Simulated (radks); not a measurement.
Task: Species: Dy22+. Configuration: [Kr] 4d8 (the NIST ground configuration). All-electron calculation, scalar-relativistic Kohn-Sham, exchange-only PBE, spin-polarised, spherical densities, point nucleus; open shells are filled with parallel spins first (spin-orbit coupling, left out, can overturn this in heavy ions). Program: a radial shooting solver on a logarithmic mesh with Libxc functionals. Some entries of the table are withheld. Estimate them.

| orbital | occ. | eigenvalue (hartree) | <1/r> (bohr^-1) | r(max) (bohr) |
|---|---|---|---|---|
| 1s up | 1 | -1995.556 | 74.58 | 0.01337 |
| 1s down | 1 | -1995.555 | 74.58 | 0.01337 |
| 2s up | 1 | -351.9759 | 17.33 | 0.07604 |
| 2s down | 1 | -351.9189 | 17.33 | 0.07603 |
| 2p up | 3 | -314.9165 | 16.09 | 0.06169 |
| 2p down | 3 | -314.8713 | 16.09 | 0.06169 |
| 3s up | 1 | -96.59821 | 6.395 | 0.2152 |
| 3s down | 1 | -96.57041 | 6.395 | 0.2152 |
| 3p up | 3 | -85.22434 | 5.995 | 0.2114 |
| 3p down | 3 | -85.19313 | 5.996 | 0.2115 |
| 3d up | 5 | -70.66808 | 5.685 | 0.1727 |
| 3d down | 5 | -70.62029 | 5.685 | 0.1728 |
| 4s up | 1 | -36.15794 | 2.855 | 0.4816 |
| 4s down | 1 | -36.01277 | 2.855 | 0.4815 |
| 4p up | 3 | -32.17350 | 2.666 | 0.4982 |
| 4p down | 3 | -32.03059 | 2.665 | 0.4981 |
| 4d up | 5 | (1) | (2) | 0.5032 |
| 4d down | 3 | (3) | (4) | 0.5033 |

Result: 
(1) 4d up eigenvalue (hartree): -26.80009
(2) 4d up <1/r> (bohr^-1): 2.454
(3) 4d down eigenvalue (hartree): -26.65947
(4) 4d down <1/r> (bohr^-1): 2.451
